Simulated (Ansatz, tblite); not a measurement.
Forces on the cluster Cd₂Cl₂⁺ at its PBE-D4/def2-SVP geometry. Total charge 1; doublet.

In the def2 sets Cd takes a core potential; there is no spin–orbit coupling. The xTB rows come from tblite. Another isomer (doublet) lies 0.42 eV lower at PBE0-D4/def2-TZVP; other spin states weren't run for this one.

GFN1-xTB (tblite), largest force 0.33 eV/Å:

```xyz
4
positions Å, forces eV/Å
Cd    0.400   -1.252    1.181   -0.076    0.235   -0.221
Cd   -0.400    1.253   -1.181    0.071   -0.222    0.210
Cl    1.125   -0.769   -1.196    0.005   -0.008    0.002
Cl   -1.125    0.769    1.197    0.000   -0.005    0.008
```

GFN2-xTB (tblite), largest force 0.25 eV/Å:

```
Cd 0.043 -0.137 0.130
Cd -0.045 0.140 -0.132
Cl -0.154 0.104 0.165
Cl 0.156 -0.108 -0.164
```

PBE-D4/def2-TZVP (Ansatz), largest force 0.12 eV/Å:

```
Cd -0.029 0.088 -0.082
Cd 0.028 -0.088 0.084
Cl -0.058 0.040 0.061
Cl 0.060 -0.041 -0.063
```
